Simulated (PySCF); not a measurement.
Compound: C₄H₇BrO.
Z-matrix (Å and degrees, PBE0-D3(BJ)/def2-SVP geometry), rows numbered from 1:
```
O 
C   1  1.4037
C   2  1.4955  1  111.87
C   3  1.3402  2  127.78  1  -131.86
C   4  1.4844  3  125.90  2    -0.02
Br  5  1.9650  4  111.42  3   -99.50
H   1  0.9631  2  107.65  3    58.01
H   2  1.1033  1  106.14  3   118.58
H   2  1.1071  1  112.22  3  -126.14
H   3  1.0963  2  113.96  1    47.63
H   4  1.0950  3  118.43  2  -178.39
H   5  1.0968  4  111.94  3   143.66
H   5  1.0960  4  113.47  3    19.27
```

Level of theory: PBE0-D3(BJ)/def2-SVP geometry optimisation, gas phase in PySCF.

Masses are those of the commonest isotopes; rigid-rotor values at the optimised geometry. The values belong to one conformer with, in the numbering `[OH:1][CH2:2]/[CH:3]=[CH:4]\[CH2:5][Br:6]`, H–O1–C2–C3 58°, O1–C2–C3–C4 -132°, C3–C4–C5–Br6 -99°.

Task: Give the principal moments of inertia and the rotational constants in GHz.

Result: Ia = 75.18, Ib = 646.87, Ic = 677.68 u·Å²; 505379 MHz·u·Å²/I gives 6722, 781.3 and 745.7 MHz, that is A = 6.7225, B = 0.7813, C = 0.7457 GHz.

Task: Classify the top.

Result: A near-prolate asymmetric top: κ = (2 × 781.3 − 6722 − 745.7)/(6722 − 745.7) = -0.99.

Task: Is it planar, by Δ = Ic − Ia − Ib?

Result: Not planar: Δ = Ic − Ia − Ib = -44.37 u·Å². For a rigid frame Δ = −2 Σ m c², so Σ m c² = 22.18 u·Å² lies off the ab plane: 8.62 from hydrogen and 13.56 from heavier atoms. The atom farthest from that plane is 1.47 Å away.

Task: Give the coordinates in the principal-axis frame, origin at the centre of mass.

Result: The sense of each axis is arbitrary; atoms in the order of the calculation.
```json
{"atom": "O1", "mass (u)": "15.995", "a (Å)": "3.864", "b (Å)": "-0.531", "c (Å)": "0.209"}
{"atom": "C2", "mass (u)": "12.000", "a (Å)": "2.507", "b (Å)": "-0.644", "c (Å)": "-0.133"}
{"atom": "C3", "mass (u)": "12.000", "a (Å)": "1.928", "b (Å)": "0.668", "c (Å)": "-0.555"}
{"atom": "C4", "mass (u)": "12.000", "a (Å)": "0.782", "b (Å)": "1.229", "c (Å)": "-0.145"}
{"atom": "C5", "mass (u)": "12.000", "a (Å)": "-0.170", "b (Å)": "0.648", "c (Å)": "0.835"}
{"atom": "Br6", "mass (u)": "78.918", "a (Å)": "-1.691", "b (Å)": "-0.212", "c (Å)": "-0.064"}
{"atom": "H7", "mass (u)": "1.008", "a (Å)": "3.932", "b (Å)": "0.118", "c (Å)": "0.918"}
{"atom": "H8", "mass (u)": "1.008", "a (Å)": "2.464", "b (Å)": "-1.343", "c (Å)": "-0.986"}
{"atom": "H9", "mass (u)": "1.008", "a (Å)": "1.909", "b (Å)": "-1.111", "c (Å)": "0.673"}
{"atom": "H10", "mass (u)": "1.008", "a (Å)": "2.542", "b (Å)": "1.214", "c (Å)": "-1.281"}
{"atom": "H11", "mass (u)": "1.008", "a (Å)": "0.488", "b (Å)": "2.192", "c (Å)": "-0.577"}
{"atom": "H12", "mass (u)": "1.008", "a (Å)": "-0.623", "b (Å)": "1.417", "c (Å)": "1.473"}
{"atom": "H13", "mass (u)": "1.008", "a (Å)": "0.274", "b (Å)": "-0.131", "c (Å)": "1.465"}
```

Task: Where do the levels up to J = 5 lie, in K?

Result: Above 0(0,0), as E/k:
J = 1: 1(0,1) 0.073, 1(1,1) 0.358, 1(1,0) 0.360
J = 2: 2(0,2) 0.220, 2(1,2) 0.503, 2(1,1) 0.508, 2(2,1) 1.364, 2(2,0) 1.364
J = 3: 3(0,3) 0.440, 3(1,3) 0.721, 3(1,2) 0.731, 3(2,2) 1.584, 3(2,1) 1.584, 3(3,1) 3.014, 3(3,0) 3.014
J = 4: 4(0,4) 0.733, 4(1,4) 1.010, 4(1,3) 1.027, 4(2,3) 1.877, 4(2,2) 1.877, 4(3,2) 3.307, 4(3,1) 3.307, 4(4,1) 5.309, 4(4,0) 5.309
J = 5: 5(0,5) 1.099, 5(1,5) 1.372, 5(1,4) 1.398, 5(2,4) 2.243, 5(2,3) 2.243, 5(3,3) 3.673, 5(3,2) 3.673, 5(4,2) 5.675, 5(4,1) 5.675, 5(5,1) 8.249, 5(5,0) 8.249
The levels of one J sum to (2J + 1)J(J + 1)(A + B + C)/3.

Task: Predict some low-J microwave lines.

Result: The dipole components are |μa| = 0.59 D, |μb| = 1.50 D, |μc| = 1.35 D. The squared components, which scale the intensities, stand as 0.16 : 1.00 : 0.81 (a : b : c). Some lines, for components of 0.1 D or more:

```json
{"type": "a", "branch": "R", "J(Ka,Kc)": "1(0,1) ← 0(0,0)", "MHz": "1527", "lower level (cm⁻¹)": "0.000"}
{"type": "c", "branch": "Q", "J(Ka,Kc)": "5(1,5) ← 5(0,5)", "MHz": "5697", "lower level (cm⁻¹)": "0.764"}
{"type": "b", "branch": "Q", "J(Ka,Kc)": "1(1,0) ← 1(0,1)", "MHz": "5977", "lower level (cm⁻¹)": "0.051"}
{"type": "a", "branch": "R", "J(Ka,Kc)": "4(3,1) ← 3(3,0)", "MHz": "6108", "lower level (cm⁻¹)": "2.095"}
{"type": "b", "branch": "R", "J(Ka,Kc)": "5(1,5) ← 4(0,4)", "MHz": "13329", "lower level (cm⁻¹)": "0.509"}
{"type": "b", "branch": "Q", "J(Ka,Kc)": "4(2,2) ← 4(1,3)", "MHz": "17702", "lower level (cm⁻¹)": "0.714"}
{"type": "c", "branch": "Q", "J(Ka,Kc)": "3(2,2) ← 3(1,2)", "MHz": "17770", "lower level (cm⁻¹)": "0.508"}
{"type": "b", "branch": "R", "J(Ka,Kc)": "3(2,2) ← 2(1,1)", "MHz": "22405", "lower level (cm⁻¹)": "0.353"}
{"type": "c", "branch": "R", "J(Ka,Kc)": "3(2,1) ← 2(1,1)", "MHz": "22405", "lower level (cm⁻¹)": "0.353"}
{"type": "c", "branch": "R", "J(Ka,Kc)": "3(2,2) ← 2(1,2)", "MHz": "22511", "lower level (cm⁻¹)": "0.350"}
{"type": "b", "branch": "R", "J(Ka,Kc)": "4(3,2) ← 3(2,1)", "MHz": "35902", "lower level (cm⁻¹)": "1.101"}
{"type": "c", "branch": "R", "J(Ka,Kc)": "5(3,2) ← 4(2,2)", "MHz": "37429", "lower level (cm⁻¹)": "1.305"}
{"type": "b", "branch": "Q", "J(Ka,Kc)": "5(4,1) ← 5(3,2)", "MHz": "41712", "lower level (cm⁻¹)": "2.553"}
{"type": "b", "branch": "Q", "J(Ka,Kc)": "4(4,1) ← 4(3,2)", "MHz": "41712", "lower level (cm⁻¹)": "2.298"}
{"type": "b", "branch": "R", "J(Ka,Kc)": "5(4,2) ← 4(3,1)", "MHz": "49348", "lower level (cm⁻¹)": "2.298"}
{"type": "c", "branch": "R", "J(Ka,Kc)": "5(4,1) ← 4(3,1)", "MHz": "49348", "lower level (cm⁻¹)": "2.298"}
```

Task: Estimate the classical rotational partition function at 10 K, 100 K and 500 K.

Result: Point group C1, symmetry number σ = 1; q = (√π/σ)·√((kT/h)³/(ABC)), k/h = 20836.6 MHz/K: 2690 at 10 K, 85200 at 100 K, 952000 at 500 K.

Stationary, but not proved a minimum. These are rigid-rotor constants of the computed structure; measured ground-state constants (B0) also hold zero-point vibration. Quadrupole hyperfine structure (79Br) is left out.

Hardware: one thread, Arm Neoverse V2 (aarch64), shared host. Cost: 1.9 min, 0.53 GiB resident at most. These figures are those of the optimisation.
